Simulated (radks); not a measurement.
Results of a calculation; reference values are marked as such.
Isoelectronic series with 40 electrons, all held in the configuration [Kr] 4d2 5s2, which need not be the ground one along the series. Code: a radial shooting solver on a logarithmic mesh with Libxc functionals. Model: Dirac Kohn-Sham, BLYP, spin-unpolarised, spherical densities, finite nucleus; open shells fill j = l - 1/2 first; Fermi nuclear charge, rms radius of each element as measured or else 0.836 A^(1/3) + 0.57 fm. Total energies (hartree) and mean radii <r> (bohr) (* marks an orbital that is empty in some or all of the ions):

| ion | E (hartree) | 4d5/2* | 4d3/2 | 5s1/2 |
|---|---|---|---|---|
| Zr | -3599.43143 | 2.323 | 2.294 | 3.733 |
| Nb+ | -3820.28945 | 1.859 | 1.842 | 3.150 |
| Mo2+ | -4048.54894 | 1.608 | 1.595 | 2.766 |
| Tc3+ | -4284.21664 | 1.437 | 1.427 | 2.487 |
| Ru4+ | -4527.30524 | 1.310 | 1.301 | 2.270 |
| Rh5+ | -4777.84188 | 1.209 | 1.200 | 2.096 |
| Pd6+ | -5035.85228 | 1.125 | 1.117 | 1.951 |
| Ag7+ | -5301.36999 | 1.055 | 1.047 | 1.828 |
| Cd8+ | -5574.42635 | 0.9944 | 0.9872 | 1.722 |
| In9+ | -5855.06385 | 0.9414 | 0.9345 | 1.629 |
| Sn10+ | -6143.31771 | 0.8946 | 0.8879 | 1.547 |
| Sb11+ | -6439.23191 | 0.8527 | 0.8462 | 1.473 |
| Te12+ | -6742.84726 | 0.8151 | 0.8087 | 1.407 |
| I13+ | -7054.21692 | 0.7810 | 0.7747 | 1.347 |
| Xe14+ | -7373.38236 | 0.7499 | 0.7437 | 1.292 |
| Cs15+ | -7700.3981 | 0.7214 | 0.7152 | 1.242 |
| Ba16+ | -8035.3130 | 0.6951 | 0.6890 | 1.196 |
| La17+ | -8378.1854 | 0.6709 | 0.6648 | 1.153 |
| Ce18+ | -8729.0693 | 0.6484 | 0.6423 | 1.113 |
| Pr19+ | -9088.0255 | 0.6274 | 0.6214 | 1.076 |
| Nd20+ | -9455.1131 | 0.6079 | 0.6019 | 1.041 |
| Pm21+ | -9830.3900 | 0.5896 | 0.5836 | 1.009 |
| Sm22+ | -10213.9103 | 0.5724 | 0.5664 | 0.9786 |

4d5/2 drops below 5s1/2 between Zr and Nb+. 4d3/2 drops below 5s1/2 between Zr and Nb+.
